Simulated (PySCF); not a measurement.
# Energy of Te (tellurium, neutral) between two integer charges

The 5p beta orbital of [Kr] 4d10 5s2 5p4 is emptied in steps (occupation f), with all orbitals relaxed, ending at [Kr] 4d10 5s2 5p3. All numbers are calculated (PySCF 2.14, a scalar-relativistic core potential, in aug-cc-pVDZ-PP with ECP28MDF (5s4p3d, 32 functions)). The exact energy is a straight line in f; departures are measured from the line between the end points of the same method.

```tsv
f	UHF (eV)	LDA (eV)	PBE (eV)	PBE0 (eV)	r2SCAN (eV)	LC-wPBE (eV)	BHandHLYP (eV)	B3LYP (eV)	TPSS (eV)
1	0.000	0.000	0.000	0.000	0.000	0.000	0.000	0.000	0.000
0.9	0.058	-0.330	-0.317	-0.225	-0.296	0.001	-0.146	-0.256	-0.309
0.7	0.131	-0.774	-0.742	-0.526	-0.686	0.003	-0.345	-0.600	-0.722
0.5	0.150	-0.926	-0.885	-0.625	-0.805	0.005	-0.416	-0.719	-0.859
0.3	0.122	-0.780	-0.744	-0.524	-0.659	0.007	-0.354	-0.607	-0.721
0.1	0.051	-0.335	-0.319	-0.224	-0.270	0.004	-0.154	-0.261	-0.309
0	0.000	0.000	0.000	0.000	0.000	0.000	0.000	0.000	0.000
```

| method | E(f=0) − E(f=1) (eV) | −ε at f=1 (eV) | −ε at f=0.5 (eV) |
| --- | --- | --- | --- |
| UHF | 7.702 | 8.363 | 7.676 |
| LDA | 8.971 | 5.319 | 8.952 |
| PBE | 8.690 | 5.178 | 8.684 |
| PBE0 | 8.695 | 6.196 | 8.699 |
| r2SCAN | 8.712 | 5.414 | 8.786 |
| LC-wPBE | 8.766 | 8.775 | 8.777 |
| BHandHLYP | 8.721 | 7.105 | 8.695 |
| B3LYP | 8.872 | 6.040 | 8.852 |
| TPSS | 8.689 | 5.264 | 8.691 |

Orbital energy along the path (eV):

```json
{"f": "1", "UHF": "-8.363", "LDA": "-5.319", "PBE": "-5.178", "PBE0": "-6.196", "r2SCAN": "-5.414", "LC-wPBE": "-8.775", "BHandHLYP": "-7.105", "B3LYP": "-6.040", "TPSS": "-5.264"}
{"f": "0.9", "UHF": "-8.208", "LDA": "-6.028", "PBE": "-5.867", "PBE0": "-6.692", "r2SCAN": "-6.087", "LC-wPBE": "-8.774", "BHandHLYP": "-7.413", "B3LYP": "-6.590", "TPSS": "-5.940"}
{"f": "0.7", "UHF": "-7.927", "LDA": "-7.476", "PBE": "-7.266", "PBE0": "-7.693", "r2SCAN": "-7.442", "LC-wPBE": "-8.776", "BHandHLYP": "-8.044", "B3LYP": "-7.710", "TPSS": "-7.310"}
{"f": "0.5", "UHF": "-7.676", "LDA": "-8.952", "PBE": "-8.684", "PBE0": "-8.699", "r2SCAN": "-8.786", "LC-wPBE": "-8.777", "BHandHLYP": "-8.695", "B3LYP": "-8.852", "TPSS": "-8.691"}
{"f": "0.3", "UHF": "-7.450", "LDA": "-10.446", "PBE": "-10.107", "PBE0": "-9.701", "r2SCAN": "-10.076", "LC-wPBE": "-8.767", "BHandHLYP": "-9.370", "B3LYP": "-10.012", "TPSS": "-10.066"}
{"f": "0.1", "UHF": "-7.243", "LDA": "-11.947", "PBE": "-11.526", "PBE0": "-10.691", "r2SCAN": "-11.196", "LC-wPBE": "-8.733", "BHandHLYP": "-10.077", "B3LYP": "-11.189", "TPSS": "-11.432"}
{"f": "0", "UHF": "-7.147", "LDA": "-12.699", "PBE": "-12.229", "PBE0": "-11.176", "r2SCAN": "-11.589", "LC-wPBE": "-8.706", "BHandHLYP": "-10.448", "B3LYP": "-11.781", "TPSS": "-12.138"}
```

Reference removal energy between the ground levels: 9.010 eV (measured; NIST Atomic Spectra Database, ionization energies). The calculation has no spin-orbit coupling. UHF lacks correlation.
